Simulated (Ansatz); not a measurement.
Computed with Ansatz on PBE0-D4/def2-TZVP structures; ΔE is electronic, products minus reactants. CCSD(T)/CBS is the MP2 limit (def2-TZVPP, def2-QZVPP) plus CCSD(T) − MP2 in def2-TZVPP, frozen cores. Functionals use def2-TZVPP. One conformer a species, not always the lowest.

`C[SiH2]C1=NC1` → `NC1=C[SiH2]C1`  (isomerisation)

`C[SiH2]C1=NC1`:

```xyz
12

C     1.949   -0.344    0.650
Si    0.741    0.188   -0.661
C    -1.002    0.063   -0.012
N    -1.620   -0.268    1.031
C    -2.452    0.193   -0.133
H     1.858    0.289    1.535
H     2.975   -0.277    0.282
H     1.758   -1.377    0.951
H     0.940    1.602   -1.074
H     0.805   -0.671   -1.873
H    -2.924    1.167   -0.041
H    -3.028   -0.566   -0.654
```

`NC1=C[SiH2]C1`:

```xyz
12

N    -0.326   -1.916    0.314
C    -0.133   -0.614   -0.040
C    -0.293    0.001   -1.242
Si    0.125    1.617   -0.495
C     0.264    0.429    0.982
H     0.097   -2.238    1.167
H    -0.409   -2.604   -0.415
H    -0.577   -0.463   -2.177
H     1.381    2.309   -0.908
H    -0.928    2.668   -0.390
H    -0.459    0.542    1.794
H     1.258    0.269    1.409
```

CCSD(T)/CBS gives -22.4 kcal/mol.

Problem. Another level gave -19.8 kcal/mol. Which?
A. revPBE/def2-TZVPP
B. CAM-B3LYP-D4/def2-TZVPP
C. PBE0/def2-TZVPP
D. LDA (SPW92)/def2-TZVPP

Solution. A. revPBE -19.8, LDA (SPW92) -32.1, PBE0 -25.3, CAM-B3LYP-D4 -23.3 kcal/mol.

Largest T1 diagnostic among the species: 0.012.

From BLYP to BHLYP (50 % exact exchange), in def2-TZVPP and without D4, ΔE moves by −5.3 kcal/mol. At CCSD(T), def2-SVP lies +3.6 kcal/mol from the extrapolated value and def2-TZVPP +1.5 kcal/mol. The D4 term adds −1.0 kcal/mol with B3LYP and −0.5 kcal/mol with PBE0; it sums over pairs of atoms, weighted by their polarisabilities, and B3LYP, whose exchange is more repulsive, gets the larger term.

CCSD(T)/CBS has its own doubt, a few kJ/mol and more with outer-core shells, so smaller differences from it don't rank the levels.

B3LYP here is the variant with VWN-RPA as its local correlation; programs differ in this.
